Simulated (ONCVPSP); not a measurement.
## PBE ONCV dataset for Re (Z = 75), scalar-relativistic all-electron reference.

Re, optimised norm-conserving Vanderbilt (ONCV), made with ONCVPSP 4.0.1 (PBE, scalar-relativistic). Core [Kr] 4d10 4f14, reference 5s2 5p6 5d5 6s1.5 (charge +0.5). Waves: 5s+6s: rc 1.60 bohr, ncon 4, nbas 8, qcut 8.4 1/bohr, 2 projectors; 5p: rc 1.45 bohr, ncon 4, nbas 9, qcut 10.6 1/bohr, 2 projectors, debl 1.7 Ha; 5d: rc 2.00 bohr, ncon 5, nbas 10, qcut 6.1 1/bohr, 2 projectors, debl 3.4 Ha. Local part: polynomial inside 1.30 bohr (lpopt 5, dvloc0 3 Ha). Core correction: none.

In the p channel the program set the typed energies aside and used -1.866, 0.250 Ha.

Poles of the logarithmic derivatives, all-electron (AE) and pseudo (PS). s: poles at -2.7 (AE) and -2.7 (PS) Ha. p: poles at -0.1 (AE) and -0.1 (PS) Ha. d: poles at 0.5 (AE) and 0.5 (PS) Ha. Test radii: s 1.62, p 1.47, d 2.03 bohr.

- Cutoffs needed: 35 Ha and 42 Ha (the cutoffs (Ha) at which the residual kinetic energy of the hardest occupied pseudo-wave falls to 1 and 0.1 mHa per electron)
- Ghost test: no bound ghost flagged; GHOST(+) flagged for s at 350.7 eV
- Largest excitation error: -2.4 meV (all-electron minus pseudo) for 5s2 5p6 5d5 6s0, out of 4 test configurations
